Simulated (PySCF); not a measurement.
**Mg⁺ (magnesium, charge +1) across methods**

[Ne] 3s1, 2S determinant. Computed with PySCF 2.14 in dyall-av2z (14s10p4d, 64 functions), with the non-relativistic Hamiltonian (point nucleus).

```json
{"method": "M06-L", "E (hartree)": "-199.7828", "mean ε 2p α (eV)": "-57.021", "mean ε 2p β (eV)": "-56.924", "mean ε 3s α (eV)": "-11.776", "Σ⟨r²⟩ (bohr²)": "13.49", "⟨S²⟩": "0.751"}
{"method": "BHandHLYP", "E (hartree)": "-199.7979", "mean ε 2p α (eV)": "-63.816", "mean ε 2p β (eV)": "-63.662", "mean ε 3s α (eV)": "-13.439", "Σ⟨r²⟩ (bohr²)": "13.66", "⟨S²⟩": "0.750"}
{"method": "LC-wPBE", "E (hartree)": "-199.7140", "mean ε 2p α (eV)": "-61.577", "mean ε 2p β (eV)": "-61.433", "mean ε 3s α (eV)": "-15.012", "Σ⟨r²⟩ (bohr²)": "13.77", "⟨S²⟩": "0.750"}
{"method": "UHF", "E (hartree)": "-199.36635", "mean ε 2p α (eV)": "-70.929", "mean ε 2p β (eV)": "-70.759", "mean ε 3s α (eV)": "-14.736", "Σ⟨r²⟩ (bohr²)": "14.02", "⟨S²⟩": "0.750"}
{"method": "PBE0", "E (hartree)": "-199.6881", "mean ε 2p α (eV)": "-59.805", "mean ε 2p β (eV)": "-59.639", "mean ε 3s α (eV)": "-12.704", "Σ⟨r²⟩ (bohr²)": "13.75", "⟨S²⟩": "0.750"}
{"method": "LDA", "E (hartree)": "-198.8503", "mean ε 2p α (eV)": "-55.861", "mean ε 2p β (eV)": "-55.706", "mean ε 3s α (eV)": "-11.987", "Σ⟨r²⟩ (bohr²)": "13.63", "⟨S²⟩": "0.750"}
{"method": "B97-3", "E (hartree)": "-199.7698", "mean ε 2p α (eV)": "-60.104", "mean ε 2p β (eV)": "-59.988", "mean ε 3s α (eV)": "-12.688", "Σ⟨r²⟩ (bohr²)": "13.67", "⟨S²⟩": "0.750"}
{"method": "r2SCAN", "E (hartree)": "-199.7670", "mean ε 2p α (eV)": "-57.092", "mean ε 2p β (eV)": "-56.962", "mean ε 3s α (eV)": "-12.050", "Σ⟨r²⟩ (bohr²)": "13.73", "⟨S²⟩": "0.750"}
{"method": "PBE", "E (hartree)": "-199.6699", "mean ε 2p α (eV)": "-55.723", "mean ε 2p β (eV)": "-55.553", "mean ε 3s α (eV)": "-11.894", "Σ⟨r²⟩ (bohr²)": "13.73", "⟨S²⟩": "0.750"}
```
